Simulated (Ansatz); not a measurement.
```yaml
crystal:
  periodic: [false, false, false]
  atoms:
    - {symbol: C, position_ang: [-0.642467, -1.341673, 1.249415]}
    - {symbol: O, position_ang: [0.520724, -0.777355, 0.674858]}
    - {symbol: Ge, position_ang: [0.357692, 0.520142, -0.491726]}
    - {symbol: O, position_ang: [2.030281, 0.873264, -0.896023]}
    - {symbol: O, position_ang: [-0.615843, 0.077694, -1.885520]}
    - {symbol: O, position_ang: [-0.513364, 1.909222, 0.139062]}
    - {symbol: H, position_ang: [-0.319938, -2.115336, 1.948350]}
    - {symbol: H, position_ang: [-1.289181, -1.801686, 0.494366]}
    - {symbol: H, position_ang: [-1.229291, -0.597866, 1.799298]}
    - {symbol: H, position_ang: [2.100240, 1.579592, -1.543351]}
    - {symbol: H, position_ang: [-0.245402, -0.670957, -2.359721]}
    - {symbol: H, position_ang: [-0.076352, 2.289958, 0.904992]}
basis:
  gaussian: {orbitals: def2-mTZVPP}
hamiltonian: {xc: {name: B2GP-PLYP}}
accuracy: high
output: {forces: true}
```

```sh
$ ansatz run in.yaml --threads 4 --pin off --events-out ev --progress --plain --max-ram 11315MiB
```

Output, abridged:

```
Functional definition: B2GP-PLYP
3699 factors; integrals over basis functions are off by at most 6.0e-9 eV
mean field evaluation 1: about -65801.8012 eV, gradient 7.5e1 eV
mean field evaluation 2: about -65801.8322 eV, gradient 7.5e1 eV
mean field evaluation 4: about -65810.5193 eV, gradient 4.2e0 eV
mean field evaluation 8: about -65810.5504 eV, gradient 2.8e-1 eV
mean field evaluation 16: about -65810.5505 eV, gradient 5.6e-5 eV
mean field -65810.55052858 eV, -2418.4931239319 hartree, gradient 9.0e-8 eV, S^2 0.000000; 0 other end points of the search recorded, 0 dependent functions left out
14 core orbitals not correlated: weight in the atoms' cores, before any rotation towards them, 1.000 or more for the frozen orbitals, at most 0.000 for the correlated occupied ones
reference -65810.55054856 eV, -2418.4931246662 hartree; 24, 24 occupied and 143, 143 virtual orbitals, 3699 factors
second order -38.02144604 eV of doubles, -0.00000000 eV of singles
Total energy: -65824.23826913 eV, -2418.9961391193 hartree
Atom 0 at    -0.642467    -1.341673     1.249415 Å, force    -0.477128    -0.280749     0.279956 eV/Å
Atom 1 at     0.520724    -0.777355     0.674858 Å, force     0.271163     0.061441    -0.069998 eV/Å
Atom 2 at     0.357692     0.520142    -0.491726 Å, force     0.052871    -0.075875     0.066046 eV/Å
Atom 3 at     2.030281     0.873264    -0.896023 Å, force     0.171179     0.005058    -0.012909 eV/Å
Atom 4 at    -0.615843     0.077694    -1.885520 Å, force    -0.138361    -0.002052    -0.118415 eV/Å
Atom 5 at    -0.513364     1.909222     0.139062 Å, force    -0.131035     0.124531     0.021390 eV/Å
Atom 6 at    -0.319938    -2.115336     1.948350 Å, force    -0.022978     0.108649    -0.099459 eV/Å
Atom 7 at    -1.289181    -1.801686     0.494366 Å, force     0.113319     0.065802     0.079674 eV/Å
Atom 8 at    -1.229291    -0.597866     1.799298 Å, force     0.106332    -0.079452    -0.076899 eV/Å
Atom 9 at     2.100240     1.579592    -1.543351 Å, force     0.070667     0.055528    -0.054252 eV/Å
Atom 10 at    -0.245402    -0.670957    -2.359721 Å, force    -0.011808    -0.058831    -0.081659 eV/Å
Atom 11 at    -0.076352     2.289958     0.904992 Å, force    -0.004222     0.075950     0.066525 eV/Å
Dipole moment:     0.018444    -0.033559     0.029047 e Å
```

Hardware: 4 threads of an AMD EPYC 9R45 on a shared host. Wall time 12 s, peak host memory 1.3 GiB.
